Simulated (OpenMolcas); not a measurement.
## Nb4+: moving the ligands

Nb4+ with its 6 nearest chloride ions at 2.442 Å, on the Zr site of Cs2ZrCl6 (a = 10.407 Å, distance in the model lattice 2.446 Å). The rest of the host is ab initio model potentials to 7.6 Å and point charges beyond; the distance is set by hand and nothing relaxes. Ligand basis ANO-RCC-VDZP.
```
Nb    0.0000    0.0000    0.0000
Cl    2.4420    0.0000    0.0000
Cl    0.0000    2.4420    0.0000
Cl   -2.4420    0.0000    0.0000
Cl    0.0000   -2.4420    0.0000
Cl    0.0000    0.0000    2.4420
Cl    0.0000    0.0000   -2.4420
```

```yaml
Program: OpenMolcas
Method: "SS-CASPT2, IPEA 0.25 Eh, imaginary shift 0.1 Eh (closed shells correlated: 4s 4p and the ligand valence shells)"
Basis: ANO-RCC-VTZP [7s6p4d2f1g]
Scalar_Hamiltonian: DKH2, point nucleus
Active_space: 1 electron in 5 orbitals (4d)
State_averaging: 2S+1 = 2 even, 5 roots
Spin-orbit_coupling: state interaction with AMFI integrals over the reference wave functions
```

Runs around this geometry, states (labels of O, the rotations of Oh). Energies in cm-1 above the lowest state or level, χT in cm3 K/mol; under a threefold ground state the first gap can be a small split of the lowest multiplet, not the spin-orbit step; 10Dq is the gap between the two states.

| R (Å) | Ground state | First state of that spin | 10Dq | First gap with spin-orbit (degeneracies) | χT at 300 K |
| --- | --- | --- | --- | --- | --- |
| 2.44 | 2T2 | 2E 26210 | 26211 | 890 (4, 2) | 0.165 |
| 2.442 | 2T2 | 2E 26140 | 26144 | 890 (4, 2) | 0.165 |
| 2.446 | 2T2 | 2E 25920 | 25921 | 890 (4, 2) | 0.165 |

Taking |10Dq| as R^-n, n = -ln(25921 / 26211) / ln(2.446 / 2.44) = 4.5 between the shortest and longest distance. The point-charge formula for a cubic d site gives n = 5.

Roots that are degenerate in the reference are averaged as groups; the widest CASPT2 spread within a group is 260 cm-1 (the 3-fold group of multiplicity 2 near 0 cm-1 above the lowest state of its run, R = 2.446). Shifts and gaps below about the spread of the groups concerned are not significant. Over all roots computed the reference weight is 0.66 in R = 2.44, 0.66 in R = 2.442, 0.66 in R = 2.446; a low but even weight reflects the number of correlated electrons. An orbital triplet at a regular site is open to Jahn-Teller coupling, which can distort the site and quench the lowest spin-orbit gaps and is left out. The least metal-like active orbital is 72 % on the metal (Löwdin) and no ligand orbital is active, so the numbers are rough. Ligand-to-metal charge-transfer states are missing. With one d shell and no ligand orbital active, 10Dq can be off by a tenth or more. No measured value stands beside these numbers; the geometry was set by hand and not optimised.
